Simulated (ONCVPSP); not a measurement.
# silicon (Si): excitation energies, all-electron against ONCV

- Element: silicon (Si)
- Generator: ONCVPSP 4.0.1
- Type: optimised norm-conserving Vanderbilt (ONCV)
- Functional: LDA (Perdew-Zunger)
- Relativity: scalar-relativistic
- Frozen core: [Ne]
- Valence charge: 4
- Reference configuration: 3s1.5 3p2.5
- Partial waves: 3s: rc 1.48 bohr, ncon 4, nbas 7, qcut 3.9 1/bohr, 1 projector; 3p: rc 2.36 bohr, ncon 4, nbas 8, qcut 4.1 1/bohr, 2 projectors, debl 1.6 Ha; d scattering state at 0.07 Ha: rc 2.06 bohr, ncon 5, nbas 8, qcut 4.1 1/bohr, 2 projectors, debl 3.2 Ha
- Local potential: polynomial inside 0.98 bohr (lpopt 4, dvloc0 1 Ha)
- Core correction: none

Energies are relative to the spin-unpolarised reference configuration 3s1.5 3p2.5; without spin polarisation the order of configurations can differ from experiment.

Q: Give the all-electron excitation energy and the error of the potential for: 3s2 3p2; 3s2 3p1; 3s2 3p0; 3s0 3p4.

A:

```json
{"valence configuration": "3s2 3p2", "charge": "0", "ΔE all-electron (eV)": "-3.381", "error AE − PS (meV)": "+1.5"}
{"valence configuration": "3s2 3p1", "charge": "+1", "ΔE all-electron (eV)": "4.448", "error AE − PS (meV)": "+1.2"}
{"valence configuration": "3s2 3p0", "charge": "+2", "ΔE all-electron (eV)": "20.562", "error AE − PS (meV)": "+28"}
{"valence configuration": "3s0 3p4", "charge": "0", "ΔE all-electron (eV)": "10.398", "error AE − PS (meV)": "+13"}
```

Note: no bound ghost flagged; GHOST(+) flagged for s at 35.8 eV.
